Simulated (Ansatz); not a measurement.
Species: F4Ge, SMILES `[F][Ge]([F])([F])[F]` (charge 0, multiplicity 1).

Problem. Give a relaxed geometry from r2SCAN-D4/def2-TZVP in Ansatz (a first-principles code).

Solution. the end point of this relaxation (outside a Z-matrix the atoms follow the SMILES, hydrogens last).
Cartesian coordinates (Å) in one orientation:
```xyz
5

F      1.365    -1.003    -0.017
Ge     0.000     0.000     0.000
F      0.480     1.610    -0.215
F     -1.047    -0.450    -1.253
F     -0.798    -0.158     1.486
```
